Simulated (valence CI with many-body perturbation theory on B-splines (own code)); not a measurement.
The numbers below are computed, except where a source is named.
## From CI to CI+MBPT in Ce XXXV

Method: valence CI with perturbative core correlation (CI+MBPT): six valence electrons over a frozen Dirac-Fock core [Ar], radial functions for each j: 7 s, 7 p, 8 d, 6 f, 4 g, 1 h, with the one-electron correlation potential Σ1, the two-electron term Σ2, the three-electron term Σ3, Breit, model QED; selected CI, second order for the rest, scaled by the run's own slope (own B-spline code, finite nucleus).

The last digits are not significant, and no measured levels were compared; by estimate large intervals hold to a few tenths of a per cent, small ones and those within an open d or f shell to about a per cent. Core correlation moves these levels by up to 6300 cm⁻¹, and in measured spectra 5 to 20 % of such shifts remained as error; rates that hang on mixing are uncertain with them. Among the levels kept, up to 1000 cm⁻¹ of a level comes from second order outside the variational space, and about a tenth of that is noise between levels of different J, which matters for small intervals. Only levels of the ground parity were solved; by the run's estimate the other parity begins above the list, which can be wrong where configurations are misplaced.

Each rung adds one term. CI alone is the Dirac-Coulomb CI over the frozen core; QED comes last and gives the full result, which names the levels. Energies are above (3d3/2^4 3d5/2^2) J=4 on the same rung, in eV.

Levels are named by their leading jj configuration (3d3/2^4 stands for four electrons in 3d with j = 3/2), which in mixed levels can hold well under half, so a name can repeat and another be missing. Letters in brackets count levels of one name in rising energy.

| Level | CI alone |
| --- | --- |
| (3d3/2^4 3d5/2^2) J=2 | 5.347 |
| (3d3/2^4 3d5/2^2) J=0 | 13.809 |
| (3d3/2^3 3d5/2^3) J=3 [a] | 15.641 |
| (3d3/2^3 3d5/2^3) J=1 [a] | 18.771 |
| (3d3/2^3 3d5/2^3) J=4 [a] | 19.303 |
| (3d3/2^3 3d5/2^3) J=5 | 25.037 |
| (3d3/2^3 3d5/2^3) J=6 | 25.320 |
| (3d3/2^3 3d5/2^3) J=2 | 29.146 |
| (3d3/2^3 3d5/2^3) J=3 [b] | 29.662 |
| (3d3/2^2 3d5/2^4) J=2 [a] | 35.016 |
| (3d3/2^3 3d5/2^3) J=4 [b] | 37.877 |
| (3d3/2^3 3d5/2^3) J=1 [b] | 38.161 |
| (3d3/2^3 3d5/2^3) J=0 | 38.870 |
| (3d3/2^2 3d5/2^4) J=2 [b] | 39.766 |
| (3d3/2^2 3d5/2^4) J=0 [a] | 40.606 |
| (3d3/2^3 3d5/2^3) J=3 [c] | 41.899 |

Q: What do these energies become with core correlation, Breit and QED?

A: (3d3/2^4 3d5/2^2) J=2 5.163 (-0.1839); (3d3/2^4 3d5/2^2) J=0 13.939 (+0.1300); (3d3/2^3 3d5/2^3) J=3 [a] 15.877 (+0.2362); (3d3/2^3 3d5/2^3) J=1 [a] 19.031 (+0.2595); (3d3/2^3 3d5/2^3) J=4 [a] 19.320 (+0.0176); (3d3/2^3 3d5/2^3) J=5 24.554 (-0.4827); (3d3/2^3 3d5/2^3) J=6 24.592 (-0.7275); (3d3/2^3 3d5/2^3) J=2 28.563 (-0.5836); (3d3/2^3 3d5/2^3) J=3 [b] 29.214 (-0.4485); (3d3/2^2 3d5/2^4) J=2 [a] 34.920 (-0.0965); (3d3/2^3 3d5/2^3) J=4 [b] 37.305 (-0.5721); (3d3/2^3 3d5/2^3) J=1 [b] 37.887 (-0.2738); (3d3/2^3 3d5/2^3) J=0 38.157 (-0.7126); (3d3/2^2 3d5/2^4) J=2 [b] 39.367 (-0.3990); (3d3/2^2 3d5/2^4) J=0 [a] 40.655 (+0.0495); (3d3/2^3 3d5/2^3) J=3 [c] 41.222 (-0.6777).

Q: How does the ionisation energy move along the ladder, and which term matters most?

A: CI alone 2266.0, + Σ1 2268.3, + Σ2 2280.4, + Σ3 2280.8, + Breit 2280.0, + QED 2280.1 eV. The largest step is Σ2, 12.2 eV. NIST lists 2280 ± 5 eV (theoretical).
